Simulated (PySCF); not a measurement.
C3H9O2 (SMILES CC(O)C[OH2+]), charge +1, singlet, geometry from GFN2-xTB; B3LYP/6-31G (PySCF).

Here is a job for PySCF.
```python
from pyscf import gto, scf, dft

mol = gto.M(
    atom='''
C     1.902567    0.132740    0.229313
C     0.495829    0.330064   -0.303422
O    -0.313730    1.127339    0.576643
C    -0.289970   -0.997735   -0.371701
O    -1.687398   -0.609817   -0.240323
H     2.447804    1.072435    0.224056
H     1.872906   -0.242727    1.248810
H     2.438898   -0.575065   -0.394909
H     0.520504    0.797410   -1.294924
H    -0.084681    2.061373    0.512163
H    -0.154073   -1.507545   -1.325002
H     0.006360   -1.653707    0.448339
H    -1.501659    0.336138    0.234108
H    -2.187593   -1.218897    0.331666
''',
    basis='6-31g',
    charge=1,
    spin=0,
    verbose=4,
)

mf = dft.RKS(mol)
mf.xc = 'b3lyp'
mf.kernel()
```

The log (banner, timings and long lists left out):

```
PySCF version 2.14.0

[INPUT] verbose = 4
[INPUT] num. atoms = 14
[INPUT] num. electrons = 42
[INPUT] charge = 1
[INPUT] spin (= nelec alpha-beta = 2S) = 0
[INPUT] symmetry False subgroup None
[INPUT] Mole.unit = angstrom
[INPUT] Symbol           X                Y                Z      unit          X                Y                Z       unit  Magmom
[...]
nuclear repulsion = 207.96357833084
number of shells = 43
number of NR pGTOs = 146
number of NR cGTOs = 63
basis = 6-31g
ecp = {}

******** <class 'pyscf.dft.rks.RKS'> ********
method = RKS
initial guess = minao
damping factor = 0
level_shift factor = 0
DIIS = <class 'pyscf.scf.diis.CDIIS'>
diis_start_cycle = 1
diis_space = 8
diis_damp = 0
SCF conv_tol = 1e-09
SCF conv_tol_grad = None
SCF max_cycles = 50
direct_scf = True
direct_scf_tol = 1e-13
XC library pyscf.dft.libxc version 7.1.2
    S. Lehtola, C. Steigemann, M. J. T. Oliveira, and M. A. L. Marques,  SoftwareX 7, 1–5 (2018)
XC functionals = b3lyp
    P. J. Stephens, F. J. Devlin, C. F. Chabalowski, and M. J. Frisch,  J. Phys. Chem. 98, 11623 (1994)
radial grids:
    Treutler-Ahlrichs [JCP 102, 346 (1995); DOI:10.1063/1.469408] (M4) radial grids

becke partition: Becke, JCP 88, 2547 (1988); DOI:10.1063/1.454033
pruning grids: <function nwchem_prune>
grids dens level: 3
symmetrized grids: False
atomic radii adjust function: <function treutler_atomic_radii_adjust>
small_rho_cutoff = 0
Set gradient conv threshold to 3.16228e-05
Initial guess from minao.
tot grids = 158792
init E= -270.615005514462
[...]
cycle= 1 E= -269.730449557248  delta_E= 0.885  |g|= 0.626  |ddm|= 3.11
[...]
cycle= 2 E= -269.669362558767  delta_E= 0.0611  |g|= 0.861  |ddm|= 1.14
[...]
cycle= 3 E= -269.808893121135  delta_E= -0.14  |g|= 0.0787  |ddm|= 0.688
[...]
cycle= 4 E= -269.81002313186  delta_E= -0.00113  |g|= 0.0365  |ddm|= 0.107
[...]
cycle= 5 E= -269.810304782204  delta_E= -0.000282  |g|= 0.00662  |ddm|= 0.028
[...]
cycle= 6 E= -269.810313016093  delta_E= -8.23e-06  |g|= 0.00252  |ddm|= 0.00724
[...]
cycle= 7 E= -269.810314319292  delta_E= -1.3e-06  |g|= 0.000236  |ddm|= 0.00224
[...]
cycle= 8 E= -269.810314332772  delta_E= -1.35e-08  |g|= 0.000108  |ddm|= 0.000392
[...]
cycle= 9 E= -269.810314335838  delta_E= -3.07e-09  |g|= 1.21e-05  |ddm|= 0.000125
[...]
cycle= 10 E= -269.810314335884  delta_E= -4.65e-11  |g|= 1.45e-06  |ddm|= 2.06e-05
[...]
Extra cycle  E= -269.810314335885  delta_E= -4.55e-13  |g|= 1.55e-06  |ddm|= 3.68e-06
converged SCF energy = -269.810314335885
```
